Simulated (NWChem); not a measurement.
System: C2H6OSi2; SMILES [SiH3]C1=C[SiH2]O1

Input file for NWChem:

```
start job
memory heap 200 mb stack 900 mb global 1100 mb
geometry units angstroms noautosym nocenter noautoz
  Si     0.055212    -2.155870     0.000000
  C     -0.115305    -0.273542     0.000000
  C     -1.196265     0.548067     0.000000
  Si     0.054869     1.900527     0.000000
  O      1.052634     0.478238     0.000000
  H      0.803942    -2.588426    -1.216188
  H      0.803942    -2.588426     1.216188
  H     -1.312590    -2.751435     0.000000
  H     -2.250899     0.283660     0.000000
  H      0.260139     2.734561    -1.217425
  H      0.260139     2.734561     1.217425
end
basis spherical
  * library 6-31g*
end
dft
  xc b3lyp
  iterations 150
end
property
  shielding 9 1 2 3 4 5 6 8 9 10
  efieldgrad
end
task dft property
```

Excerpt of the output:

```
             Northwest Computational Chemistry Package (NWChem) 7.3.0
             --------------------------------------------------------

                             Geometry "geometry" -> ""
                             -------------------------

 Output coordinates in angstroms (scale by  1.889725989 to convert to a.u.)

  No.       Tag          Charge          X              Y              Z
 ---- ---------------- ---------- -------------- -------------- --------------
    1 Si                  14.0000     0.05521200    -2.15587000     0.00000000
    2 C                    6.0000    -0.11530500    -0.27354200     0.00000000
    3 C                    6.0000    -1.19626500     0.54806700     0.00000000
    4 Si                  14.0000     0.05486900     1.90052700     0.00000000
    5 O                    8.0000     1.05263400     0.47823800     0.00000000
    6 H                    1.0000     0.80394200    -2.58842600    -1.21618800
    7 H                    1.0000     0.80394200    -2.58842600     1.21618800
    8 H                    1.0000    -1.31259000    -2.75143500     0.00000000
    9 H                    1.0000    -2.25089900     0.28366000     0.00000000
   10 H                    1.0000     0.26013900     2.73456100    -1.21742500
   11 H                    1.0000     0.26013900     2.73456100     1.21742500

 Effective nuclear repulsion energy (a.u.)     269.2645461696

                              NWChem Property Module
                              ----------------------

  itol2e modified to match energy
  convergence criterion.

                                 NWChem DFT Module
                                 -----------------

 Summary of "ao basis" -> "ao basis" (spherical)
 ------------------------------------------------------------------------------
       Tag                 Description            Shells   Functions and Types
 ---------------- ------------------------------  ------  ---------------------
 Si                          6-31g*                  8       18   4s3p1d
 C                           6-31g*                  6       14   3s2p1d
 O                           6-31g*                  6       14   3s2p1d
 H                           6-31g*                  2        2   2s

  itol2e modified to match energy
  convergence criterion.

            General Information
            -------------------
          SCF calculation type: DFT
          Wavefunction type:  closed shell.
          No. of atoms     :    11
          No. of electrons :    54
           Alpha electrons :    27
            Beta electrons :    27
          Charge           :     0
          Spin multiplicity:     1
          Use of symmetry is: off; symmetry adaption is: off
          Maximum number of iterations: 150
          AO basis - number of functions:    90
                     number of shells:    46
          Convergence on energy requested:  1.00D-07
          Convergence on density requested:  1.00D-05
          Convergence on gradient requested:  5.00D-04

              XC Information
              --------------
                         B3LYP Method XC Potential
                     Hartree-Fock (Exact) Exchange  0.200
                        Slater Exchange Functional  0.800 local
                    Becke 1988 Exchange Functional  0.720 non-local
              Lee-Yang-Parr Correlation Functional  0.810
                  VWN I RPA Correlation Functional  0.190 local

[...]

          -----------------------------------------
          Chemical Shielding Tensors (GIAO, in ppm)
          -----------------------------------------

                                NWChem CPHF Module
                                ------------------

  scftype          =     RHF
  nclosed          =       27
  nopen            =        0
  variables        =     1701
  # of vectors     =        3
  tolerance        = 0.10D-03
  level shift      = 0.00D+00
  max iterations   =       50
  max subspace     =       30

 SCF residual:    1.7718918620234272E-005

Iterative solution of linear equations
  No. of variables     1701
  No. of equations        3
  Maximum subspace       30
        Iterations       50
       Convergence  1.0D-04

   iter   nsub   residual    time
   ----  ------  --------  ---------
     1      3    7.06D-01      80.0
     2      6    5.60D-02      85.7
     3      9    3.11D-03      92.4
     4     12    1.60D-04      97.6
     5     15    5.74D-06     102.8

      Atom:    1  Si
        Diamagnetic
    881.3750      0.0416      0.0000
      0.0416    887.5254     -0.0000
      0.0000     -0.0000    880.3422

        Paramagnetic
   -406.0493      6.1379     -0.0000
      6.1379   -401.1815      0.0000
     -0.0000      0.0000   -442.3141

        Total Shielding Tensor
    475.3257      6.1795     -0.0000
      6.1795    486.3439      0.0000
     -0.0000      0.0000    438.0281

           isotropic =     466.5659
          anisotropy =      33.8214

          Principal Components and Axis System
                 1           2           3
              489.1135    472.5561    438.0281

      1         0.4090      0.9125      0.0000
      2         0.9125     -0.4090     -0.0000
      3         0.0000     -0.0000      1.0000

      Atom:    2  C
        Diamagnetic
    259.8490      0.4019      0.0000
      0.4019    266.3922      0.0000
      0.0000      0.0000    232.5807

        Paramagnetic
   -303.6542    -71.7321     -0.0000
    -71.7321   -271.6655     -0.0000
     -0.0000     -0.0000   -148.5422

        Total Shielding Tensor
    -43.8051    -71.3301     -0.0000
    -71.3301     -5.2733      0.0000
     -0.0000      0.0000     84.0385

           isotropic =      11.6534
          anisotropy =    -165.1181

          Principal Components and Axis System
                 1           2           3
              -98.4253     84.0385     49.3469

      1         0.7940     -0.0000     -0.6080
      2         0.6080      0.0000      0.7940
      3         0.0000      1.0000     -0.0000

      Atom:    3  C
        Diamagnetic
    265.5963      3.6779      0.0000
      3.6779    261.7828      0.0000
      0.0000      0.0000    234.6161

        Paramagnetic
   -244.8540    -69.2314      0.0000
    -69.2314   -197.0786     -0.0000
      0.0000     -0.0000    -81.9084

        Total Shielding Tensor
     20.7423    -65.5535      0.0000
    -65.5535     64.7041     -0.0000
      0.0000     -0.0000    152.7077

           isotropic =      79.3847
          anisotropy =     109.9845

          Principal Components and Axis System
                 1           2           3
              152.7077    111.8638    -26.4173

      1         0.0000     -0.5840      0.8118
      2        -0.0000      0.8118      0.5840
      3         1.0000      0.0000      0.0000

      Atom:    4  Si
        Diamagnetic
    882.0294     -1.7448      0.0000
     -1.7448    886.4548      0.0000
      0.0000      0.0000    876.7802

        Paramagnetic
   -426.1475    -33.0841     -0.0000
    -33.0841   -509.4098     -0.0000
     -0.0000     -0.0000   -587.8711

        Total Shielding Tensor
    455.8820    -34.8289     -0.0000
    -34.8289    377.0450     -0.0000
     -0.0000     -0.0000    288.9091

           isotropic =     373.9453
          anisotropy =     142.6787

          Principal Components and Axis System
                 1           2           3
              469.0645    363.8624    288.9091

      1         0.9353      0.3540      0.0000
      2        -0.3540      0.9353      0.0000
      3         0.0000     -0.0000      1.0000

      Atom:    5  O
        Diamagnetic
    392.7793      5.4798      0.0000
      5.4798    406.0012     -0.0000
      0.0000     -0.0000    368.2078

        Paramagnetic
   -211.3623     63.0073     -0.0000
     63.0073   -269.7138      0.0000
     -0.0000      0.0000    -72.8320

        Total Shielding Tensor
    181.4170     68.4870     -0.0000
     68.4870    136.2874      0.0000
     -0.0000      0.0000    295.3757

           isotropic =     204.3600
          anisotropy =     136.5235

          Principal Components and Axis System
                 1           2           3
              295.3757    230.9607     86.7437

      1        -0.0000      0.8102     -0.5861
      2        -0.0000      0.5861      0.8102
      3         1.0000      0.0000     -0.0000

      Atom:    6  H
        Diamagnetic
     27.1711     -2.4524     -5.4185
     -2.4524     28.5385      4.3567
     -5.4185      4.3567     32.6589

        Paramagnetic
     -0.4362      1.2443      2.8355
      1.2443     -0.8952     -2.2332
      2.8355     -2.2332     -3.7060

        Total Shielding Tensor
     26.7349     -1.2081     -2.5830
     -1.2081     27.6434      2.1235
     -2.5830      2.1235     28.9529

           isotropic =      27.7771
          anisotropy =       6.3576

          Principal Components and Axis System
                 1           2           3
               32.0154     26.2990     25.0167

      1        -0.4711      0.3584      0.8060
      2         0.4873      0.8674     -0.1009
      3         0.7352     -0.3452      0.5833

      Atom:    7  H
        Diamagnetic
     35.0527      5.9153      0.0000
      5.9153     30.0927      0.0000
      0.0000      0.0000     23.6361

        Paramagnetic
     -4.8741     -3.6049      0.0000
     -3.6049     -1.4450     -0.0000
      0.0000     -0.0000      1.4802

[...]
```

Level: B3LYP/6-31G* (spherical d), GIAO. Coordinates come from a PBE0/def2-SVP optimisation. B3LYP is NWChem's, with the RPA form of VWN correlation. NWChem prints the field gradient with the sign opposite to the second derivative of the potential. The output numbers the shielded atoms by their place in the input's list. The printed shielding anisotropy is the first printed principal value minus the mean of the other two.
